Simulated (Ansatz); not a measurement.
Species: C₅H₉B, SMILES `BC(=C)/C=C\C` (charge 0, multiplicity 1), formula C$_{5}$H$_{9}$B.

Q: How many basis functions does frozen-core CCSD(T)/cc-pVTZ // CAM-B3LYP-D3(BJ)/def2-TZVP in Ansatz (an electronic-structure program) use, how many core orbitals are frozen, and how many electrons are correlated?

A: 306 basis functions and 6 frozen orbitals, which leaves 32 correlated electrons. Core time is of the order of minutes.
